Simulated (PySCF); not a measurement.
Chain-length series, n-germane methyl/methyl (end groups after the name). Isolated molecules, 0 K electronic values unless said otherwise. One relaxed conformer stands for each flexible species; it need not be the lowest. Strings in code marks are SMILES. All members: neutral, multiplicity 1. Level: PBE-D3(BJ)/def2-TZVP // PBE0-D3(BJ)/def2-SVP (PySCF). Delta-SCF ions had no search for a lower state.  The removal energy is E(N − 1 electrons) − E(N electrons) at the parent's geometry; ε(HOMO) is measured against the vacuum level.

```json
[
 {"species": "`[CH3][GeH2][GeH2][GeH2][GeH2][GeH2][GeH2][CH3]`", "−ε(HOMO) (eV)": "5.98", "vertical ionisation energy (Delta-SCF) (eV)": "7.84"},
 {"species": "`[CH3][GeH2][GeH2][GeH2][GeH2][GeH2][CH3]`", "−ε(HOMO) (eV)": "6.06", "vertical ionisation energy (Delta-SCF) (eV)": "8.07"},
 {"species": "`[CH3][GeH2][GeH2][GeH2][GeH2][CH3]`", "−ε(HOMO) (eV)": "6.18", "vertical ionisation energy (Delta-SCF) (eV)": "8.36"},
 {"species": "`[CH3][GeH2][GeH2][GeH2][CH3]` (C–Ge–Ge–Ge torsion 180°, Ge–Ge–Ge–C torsion 180°)", "−ε(HOMO) (eV)": "6.35", "vertical ionisation energy (Delta-SCF) (eV)": "withheld"},
 {"species": "`[CH3][GeH2][GeH2][CH3]` (C–Ge–Ge–C torsion 179°)", "−ε(HOMO) (eV)": "6.51", "vertical ionisation energy (Delta-SCF) (eV)": "9.23"},
 {"species": "`[CH3][GeH2][CH3]`", "−ε(HOMO) (eV)": "7.28", "vertical ionisation energy (Delta-SCF) (eV)": "10.36"}
]
```

**Question.** Fit vertical ionisation energy (Delta-SCF) = a + b·x to the 5 complete rows by least squares, with x = −ε(HOMO) in eV. Give a, b and the rms residual, and predict the withheld value.

**Answer.** Means of the 5 rows: x̄ = 6.402, ȳ = 8.772 eV. Σ(x − x̄)² = 1.1269 and Σ(x − x̄)(y − ȳ) = 2.1686, so b = 1.924 and a = ȳ − b·x̄ = -3.545 eV. The rms residual is 0.134 eV. At x = 6.35 the line gives 8.67 eV. The run for `[CH3][GeH2][GeH2][GeH2][CH3]` (C–Ge–Ge–Ge torsion 180°, Ge–Ge–Ge–C torsion 180°) gave 8.77 eV, so the line is off by 0.10 eV, within twice the rms residual.

Codes: PySCF.
